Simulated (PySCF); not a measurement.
Compound: alpha,4-didehydrotoluene, C7H6 (triplet state).
SMILES with atom numbers: `[CH2:1][c:2]1[cH:3][cH:4][c:5][cH:6][cH:7]1` (hydrogens: H8, H9 on C1; H10 on C3; H11 on C4; H12 on C6; H13 on C7)

The calculation used PBE0-D3(BJ)/def2-SVP geometry optimisation, gas phase (PySCF).

**Question.** List the bond lengths and angles at this level.

**Answer.** 
| bond | length (pm) | order |
| --- | --- | --- |
| C1–C2 | 140.4 | single |
| C2–C3, C2–C7 | 142.8 | aromatic |
| C3–C4, C6–C7 | 139.0 | aromatic |
| C4–C5, C5–C6 | 138.4 | aromatic |
| C1–H8, C1–H9 | 109.2 | single |
| C3–H10, C7–H13 | 109.4 | single |
| C4–H11, C6–H12 | 109.3 | single |

Bonds in one row agree within 1 pm and their mean is given. Orders are formal, as drawn. A selection of angles:
| angle | degrees |
| --- | --- |
| C2–C1–H8 | 121.0 |
| H8–C1–H9 | 118.1 |
| C1–C2–C3 | 121.2 |
| C3–C2–C7 | 117.8 |
| C2–C3–C4 | 121.3 |
| C2–C3–H10 | 118.8 |
| C4–C3–H10 | 119.9 |
| C3–C4–C5 | 117.2 |
| C3–C4–H11 | 120.7 |
| C5–C4–H11 | 122.1 |
| C4–C5–C6 | 125.2 |

C1 (carbon bonded to C and 2 H) is planar (angles 121.0°, 120.9° and 118.1°, sum 360.0°, 0.00 Å off the plane of its three neighbours). C5 (carbon bonded to 2 C) is bent (angle 125.2°). The 6-membered ring C2–C3–C4–C5–C6–C7 has internal angles of 117.1° to 125.2°; it is planar, 0.00 Å rms from its mean plane, widest ring torsion 0°. The 7 heavy atoms lie in one plane (0.000 Å rms). The C–C distances run from 1.384 Å (C4–C5, aromatic) to 1.428 Å (C2–C7, aromatic), a spread of 0.044 Å. Of the pairs four or more bonds apart, H8···H13 is among the closest relative to their van der Waals radii: 2.48 Å, 103 % of the sum of Bondi's values. C4 (carbon bonded to 2 C and H) is planar (angles 122.1°, 120.7° and 117.2°, sum 360.0°, 0.00 Å off the plane of its three neighbours).

Point group: C2v (tolerance 0.08 Å). No frequency check. ⟨S²⟩ = 2.071 (exact for a triplet: 2.00).
